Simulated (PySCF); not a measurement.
A mixed set of molecules.

All values: CAM-B3LYP/def2-SVPD (PySCF) at GFN2-xTB geometries, gas phase, one conformer each. Core orbitals are frozen in the response; Δα² is half the sum of the squared differences of the principal polarisabilities.

(1) Rank by HOMO energy, highest first.
A. `CCC[P@@](C)(=O)O`
B. `O=C(O)[C@@H]1C[SiH2][C@H]1F`
C. `NN=C1CCCC1`
D. `CC(C)/C=N\N=C`
E. `CC1=NN(C)CC1`

(2) Rank by polarisability anisotropy Δα, highest first.
A. `[CH2:1]=[N:2]/[N:3]=[CH:4]\[CH:5]([CH3:6])[CH3:7]` with C1–N2–N3–C4 -102°, N3–C4–C5–C6 118°
B. `[CH3:1][CH2:2][CH2:3][P@@:4]([CH3:5])(=[O:6])[OH:7]` with C1–C2–C3–P4 -60°, C2–C3–P4–C5 -51°, C3–P4–O7–H -128°
C. `[O:1]=[C:2]([OH:3])[C@@H:4]1[CH2:5][SiH2:6][C@H:7]1[F:8]` with O1–C2–O3–H 1°, O1–C2–C4–C5 36°, C2–C4–C5–Si6 -131°, C4–C5–Si6–C7 10°, C5–Si6–C7–F8 -126°, C2–C4–C7–Si6 133°
D. `[CH3:1][NH:2][c:3]1[cH:4][cH:5][s:6][cH:7]1` with C1–N2–C3–C4 28°
E. `[CH3:1][C:2]1=[N:3][N:4]([CH3:5])[CH2:6][CH2:7]1` with C2–N3–N4–C5 149°, N3–N4–C6–C7 -15°, N4–C6–C7–C2 12°, C1–C2–C7–C6 176°

Answers

(1) E (-6.88 eV), C (-7.59 eV), D (-8.13 eV), A (-9.20 eV), B (-9.40 eV).

(2) D (7.09 Å³), A (6.70 Å³), E (5.03 Å³), C (3.73 Å³), B (1.45 Å³).

All values together:

```json
{"SMILES": "NN=C1CCCC1", "formula": "C5H10N2", "μ (D)": "2.10", "HOMO (eV)": "-7.59", "LUMO (eV)": "1.35", "α (Å³)": "11.15", "Δα (Å³)": "5.02", "electrons": "54", "α per electron (Å³)": "0.206"}
{"SMILES": "CCC[P@@](C)(=O)O", "formula": "C4H11O2P", "μ (D)": "2.95", "HOMO (eV)": "-9.20", "LUMO (eV)": "1.04", "α (Å³)": "11.45", "Δα (Å³)": "1.45", "electrons": "66", "α per electron (Å³)": "0.174"}
{"SMILES": "CNc1ccsc1", "formula": "C5H7NS", "μ (D)": "1.90", "HOMO (eV)": "-6.84", "LUMO (eV)": "0.86", "α (Å³)": "12.55", "Δα (Å³)": "7.09", "electrons": "60", "α per electron (Å³)": "0.209"}
{"SMILES": "CC1=NN(C)CC1", "formula": "C5H10N2", "μ (D)": "2.07", "HOMO (eV)": "-6.88", "LUMO (eV)": "1.31", "α (Å³)": "11.25", "Δα (Å³)": "5.03", "electrons": "54", "α per electron (Å³)": "0.208"}
{"SMILES": "O=C(O)[C@@H]1C[SiH2][C@H]1F", "formula": "C4H7FO2Si", "μ (D)": "1.21", "HOMO (eV)": "-9.40", "LUMO (eV)": "0.40", "α (Å³)": "11.62", "Δα (Å³)": "3.73", "electrons": "70", "α per electron (Å³)": "0.166"}
{"SMILES": "C=N/N=C\\C(C)C", "formula": "C5H10N2", "μ (D)": "2.07", "HOMO (eV)": "-8.13", "LUMO (eV)": "0.77", "α (Å³)": "12.15", "Δα (Å³)": "6.70", "electrons": "54", "α per electron (Å³)": "0.225"}
```

Conformers: `[NH2:1][N:2]=[C:3]1[CH2:4][CH2:5][CH2:6][CH2:7]1` with H–N1–N2–C3 -25° and -156°, N2–C3–C4–C5 -176°, C3–C4–C5–C6 -28°, C4–C5–C6–C7 39°, C5–C6–C7–C3 -35°; `[CH3:1][CH2:2][CH2:3][P@@:4]([CH3:5])(=[O:6])[OH:7]` with C1–C2–C3–P4 -60°, C2–C3–P4–C5 -51°, C3–P4–O7–H -128°; `[CH3:1][NH:2][c:3]1[cH:4][cH:5][s:6][cH:7]1` with C1–N2–C3–C4 28°; `[CH3:1][C:2]1=[N:3][N:4]([CH3:5])[CH2:6][CH2:7]1` with C2–N3–N4–C5 149°, N3–N4–C6–C7 -15°, N4–C6–C7–C2 12°, C1–C2–C7–C6 176°; `[O:1]=[C:2]([OH:3])[C@@H:4]1[CH2:5][SiH2:6][C@H:7]1[F:8]` with O1–C2–O3–H 1°, O1–C2–C4–C5 36°, C2–C4–C5–Si6 -131°, C4–C5–Si6–C7 10°, C5–Si6–C7–F8 -126°, C2–C4–C7–Si6 133°; `[CH2:1]=[N:2]/[N:3]=[CH:4]\[CH:5]([CH3:6])[CH3:7]` with C1–N2–N3–C4 -102°, N3–C4–C5–C6 118°.

Question: How closely does the mean polarisability follow the number of electrons in this set?

Answer: The correlation coefficient is 0.05; α per electron runs from 0.166 to 0.225 Å³.
